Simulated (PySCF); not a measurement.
`N[PH2+]c1ccc(F)cc1`: 4 charge schemes on one density

C6H8FNP (charge +1).
Geometry (GFN2-xTB, Å), atoms numbered from 1 in this order:
```
atom  x, y, z in Å
N1     3.041    0.230   -0.014
P2     1.819   -0.852   -0.044
C3     0.140   -0.271    0.233
C4    -0.147    1.092    0.306
C5    -1.450    1.508    0.494
C6    -2.451    0.552    0.604
F7    -3.703    0.950    0.780
C8    -2.181   -0.811    0.537
C9    -0.879   -1.223    0.351
H10    3.273    0.673    0.869
H11    3.154    0.861   -0.800
H12    2.145   -1.808    0.892
H13    1.924   -1.474   -1.268
H14    0.642    1.826    0.218
H15   -1.704    2.555    0.556
H16   -2.988   -1.520    0.632
H17   -0.644   -2.276    0.296
```

Density: PBE0/pcSseg-1 (PySCF); schemes: Mulliken, IAO, Hirshfeld and ESP-fitted. Isolated species at its GFN2-xTB geometry (one conformer only).

Q: At which atom do the 4 schemes differ most?

A: At N1: from -0.923 (ESP-fitted) to -0.195 e (Hirshfeld), 0.728 e apart.

Q: Which atoms carry the highest charge in the Mulliken, IAO, Hirshfeld and ESP-fitted schemes?

A: All schemes agree: Mulliken P2 (+0.791); IAO P2 (+1.118); Hirshfeld P2 (+0.513); ESP-fitted P2 (+0.770).

Q: Do the Mulliken, IAO, Hirshfeld and ESP-fitted schemes agree on where the charge is lowest?

A: All schemes agree: Mulliken N1 (-0.540); IAO N1 (-0.767); Hirshfeld N1 (-0.195); ESP-fitted N1 (-0.923).

Q: Give the atomic charges in each scheme.

A: In e:

| atom | environment | Mulliken | IAO | Hirshfeld | ESP-fitted |
| --- | --- | --- | --- | --- | --- |
| N1 | nitrogen bonded to P and 2 H | -0.540 | -0.767 | -0.195 | -0.923 |
| P2 | phosphorus bonded to C, N and 2 H | +0.791 | +1.118 | +0.513 | +0.770 |
| C3 | substituted aromatic carbon | -0.519 | -0.311 | -0.072 | -0.218 |
| C4 | aromatic CH carbon | +0.031 | -0.124 | -0.028 | -0.022 |
| C5 | aromatic CH carbon | -0.116 | -0.169 | -0.035 | -0.254 |
| C6 | aromatic C–F carbon | +0.365 | +0.346 | +0.135 | +0.362 |
| F7 | aryl fluorine | -0.231 | -0.224 | -0.037 | -0.147 |
| C8 | aromatic CH carbon | -0.112 | -0.165 | -0.031 | -0.156 |
| C9 | aromatic CH carbon | +0.010 | -0.126 | -0.024 | -0.175 |
| H10 | N–H hydrogen | +0.256 | +0.313 | +0.172 | +0.446 |
| H11 | N–H hydrogen | +0.257 | +0.314 | +0.172 | +0.450 |
| H12 | P–H hydrogen | +0.145 | +0.029 | +0.067 | +0.081 |
| H13 | P–H hydrogen | +0.148 | +0.030 | +0.067 | +0.075 |
| H14 | aromatic hydrogen | +0.101 | +0.167 | +0.061 | +0.122 |
| H15 | aromatic hydrogen | +0.148 | +0.199 | +0.082 | +0.216 |
| H16 | aromatic hydrogen | +0.151 | +0.200 | +0.083 | +0.197 |
| H17 | aromatic hydrogen | +0.116 | +0.171 | +0.070 | +0.175 |

Mean size of the charges over all atoms: ESP-fitted 0.282 e, IAO 0.281 e, Mulliken 0.237 e, Hirshfeld 0.108 e. Each set sums to the total charge, 1, to within 0.001 e. The Mulliken scheme counts on each atom the diagonal of the density matrix times the overlap matrix over that atom's basis functions. The Hirshfeld scheme weights the molecular density at each point by an atom's share of the summed free-atom densities.

Q: How many electrons does the Mulliken scheme count on C5?

A: Z − q = 6 − (-0.116) = 6.116.

Q: Sum the charges by element, for elements with more than one atom.

A: 
```json
{"element": "C", "atoms": "6", "Mulliken": "-0.342", "IAO": "-0.549", "Hirshfeld": "-0.055", "ESP-fitted": "-0.462"}
{"element": "H", "atoms": "8", "Mulliken": "+1.321", "IAO": "+1.423", "Hirshfeld": "+0.774", "ESP-fitted": "+1.763"}
```
